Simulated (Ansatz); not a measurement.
`BOB(F)S` + H–F → `FB(F)S` + `BO` at 700 K and 1 bar (ligand exchange at a B–O bond).

Gas-phase electronic energies from Ansatz, PBE0-D4/def2-TZVP geometries. CBS: MP2 limit from def2 TZ/QZ plus the TZ coupled-cluster correction, frozen cores. This one scheme is used for every species. Each species was taken in one conformer, which may not be the lowest.

| species | CCSD(T)/CBS energy (Eh) | H − E (kJ/mol) | S (J/(mol·K)) |
| --- | --- | --- | --- |
| `BOB(F)S` | -624.30015 | 178.9 | 428.3 |
| H–F | -100.39570 | 45.2 | 198.5 |
| `FB(F)S` | -622.90532 | 96.6 | 353.7 |
| `BO` | -101.80414 | 126.4 | 277.4 |

H − E and S are ideal-gas, rigid-rotor, harmonic terms from PBE0-D4/def2-TZVP, for one conformer and one mirror image of each species. 1 Eh = 2625.50 kJ/mol, R = 8.31446 J/(mol·K).

Q: By hand: ΔE, ΔH, ΔS and ΔG.

A: ΔE = (-622.90532) + (-101.80414) − (-624.30015) − (-100.39570) = -0.01361 Eh = -35.7 kJ/mol. Δ(H − E) = 96.6 + 126.4 − 178.9 − 45.2 = -1.1, so ΔH = -36.8 kJ/mol. ΔS = 353.7 + 277.4 − 428.3 − 198.5 = 4.3 J/(mol·K). ΔG = -36.8 − 700 × (4.3)/1000 = -39.8 kJ/mol.

Q: By hand: the equilibrium constant, and the temperature at which ΔG would vanish if ΔH and ΔS stayed fixed.

A: log₁₀ K = −ΔG/(RT ln 10) = 3.0. ΔH and −TΔS have one sign here, so there is no such temperature. One of them is within its doubt of zero, so this could turn.

The number of gas molecules stays the same, so ΔS is small and ΔH decides. A doubt of 5 kJ/mol in ΔE shifts log₁₀ K by 0.4 here. Other conformers and mirror images would add mixing entropy, several J/(mol·K) or more a flexible species. Modes under 60 cm⁻¹, often nearly free rotors, make the harmonic entropy too high. These are equilibria of isolated gas molecules and say nothing of rates. Largest T1 diagnostic: 0.014 (customary marks: 0.02 for closed shells, 0.045 for open ones).
